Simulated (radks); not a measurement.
Results of a calculation; reference values are marked as such.
Q: All-electron atom: Br II in [Ar] 3d10 4s2 4p4 (the NIST ground configuration). Code: a radial shooting solver on a logarithmic mesh with Libxc functionals. Model: scalar-relativistic Kohn-Sham, SCAN, spin-polarised, spherical densities, finite nucleus; open shells are filled with parallel spins first; meta-GGA in the generalised Kohn-Sham scheme; Fermi nuclear charge, rms radius 4.1629 fm. Some entries of the table are withheld. Estimate them.

orbital,occ.,eigenvalue (hartree),r(max) (bohr),<1/r> (bohr^-1)
1s up,1,-491.1243,0.02792,35.65
1s down,1,-491.1179,0.02792,35.65
2s up,1,-64.64993,0.1590,7.914
2s down,1,-64.64780,0.1590,7.914
2p up,3,-56.97850,0.1275,7.729
2p down,3,-56.97301,0.1275,7.729
3s up,1,-9.39643,0.4835,2.600
3s down,1,-9.39044,0.4837,2.598
3p up,3,-6.94328,0.4811,2.443
3p down,3,-6.93570,0.4813,2.443
3d up,5,-2.91144,0.4324,2.151
3d down,5,-2.90030,0.4324,2.155
4s up,1,-1.18622,(1),0.8056
4s down,1,-1.09659,(2),0.8071
4p up,3,(3),1.622,0.6741
4p down,1,(4),1.636,0.6668

A: 
(1) 4s up r(max) (bohr): 1.413
(2) 4s down r(max) (bohr): 1.397
(3) 4p up eigenvalue (hartree): -0.68934
(4) 4p down eigenvalue (hartree): -0.60422
